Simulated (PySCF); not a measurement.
## Gas-phase XPS of `[SiH3]CBP`, computed

Compound: CH8BPSi.
Geometry (PBE0-D3(BJ)/def2-SVP, Å), atoms numbered from 1 in this order:
```xyz
12
CH8BPSi angstrom
Si    -1.846    0.113    0.254
C     -0.300   -0.982    0.131
B      0.786   -0.219   -0.669
P      1.999    0.999    0.116
H     -2.332    0.497   -1.105
H     -2.931   -0.638    0.957
H     -1.542    1.355    1.026
H     -0.638   -1.891   -0.395
H     -0.023   -1.236    1.167
H      0.757   -0.222   -1.880
H      3.159    0.786   -0.675
H      2.412    0.320    1.295
```

Method: PySCF, delta-SCF UKS SCAN, pcX-2 on the ionised atom, pcseg-1 elsewhere, spin-free X2C. These are vertical core ionisation energies against the vacuum level, from separate self-consistent calculations with and without the core hole.

Task: What binding energy does each computed site have?

Result: 
| atom(s) | bonded to | level | binding energy (eV) | 2p1/2 (eV) | count |
| --- | --- | --- | --- | --- | --- |
| Si1 | C and 3 H | Si 2p3/2 | 106.77 | 107.39 | 1 |
| Si1 | C and 3 H | Si 1s | 1846.54 | – | 1 |
| C2 | 2 H, B and Si | C 1s | 289.99 | – | 1 |
| B3 | C, H and P | B 1s | 195.48 | – | 1 |
| P4 | 2 H and B | P 2p3/2 | 136.19 | 137.08 | 1 |
| P4 | 2 H and B | P 1s | 2149.72 | – | 1 |

Task: Give the binding energy of P 1s of P4 in hartree and in kJ/mol.

Result: 2149.72 eV = 79.0008 Eh = 207416 kJ/mol.

The unrestricted hole states depart most from a pure doublet (⟨S²⟩ = 0.75; over 0.85 named) for B 1s of B3 (0.85), which makes this value less certain. Spin–orbit coupling isn't in the SCF: each 2p doublet comes from a relaxed spin-free hole plus a matrix of the shell (mean-field spin–orbit coupling and the ground-state 2p splitting), with 2p3/2 averaged over its two sublevels. 2p1/2 minus 2p3/2 (ligand field included): Si 0.62 eV, P 0.89 eV. One conformer (not necessarily the lowest) at the PBE0-D3(BJ)/def2-SVP geometry, without solvent, vibrations or thermal averaging.

On Arm Neoverse V1, one thread, shared host, this took 41 s of wall time.
